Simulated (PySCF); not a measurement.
CH7Si2, multiplicity 2. Atoms are numbered in the order given.

```xyz
10

Si     1.5993     0.3601     0.0710
C      0.1101    -0.7108    -0.3647
Si    -1.5537    -0.0124     0.1754
H      2.8953    -0.2965    -0.2945
H      1.5088     1.7076    -0.5758
H      0.0921    -0.8612    -1.4599
H      0.2421    -1.7055     0.0939
H     -2.6701    -0.9069    -0.2607
H     -1.7660     1.3396    -0.4271
H     -1.6014     0.1199     1.6636
```
Charge 0, spin multiplicity 2.

Geometry optimised at PBE0-D3(BJ)/def2-SVP. The isomer is the one that the SMILES or the coordinates give; other isomers of the formula were not compared.

Level of theory: PBE/def2-TZVPD (PySCF).

Gas-phase values at a fixed geometry.

- total energy: -620.90896 hartree
- α spin, highest occupied and lowest empty level: -4.97 and -0.85 eV
- β spin, highest occupied and lowest empty level: -7.59 and -3.19 eV
- dipole moment: 0.94 D
- quadrupole, principal values (traceless, Buckingham form, about the centre of nuclear charge): -2.66, 1.02, 1.64 D·Å
- mean static polarisability: 77.1 bohr³ (11.42 Å³)
- polarisability, principal values: 67.6, 70.7, 93.0 bohr³
- ⟨S²⟩: 0.753 (pure state 0.75)
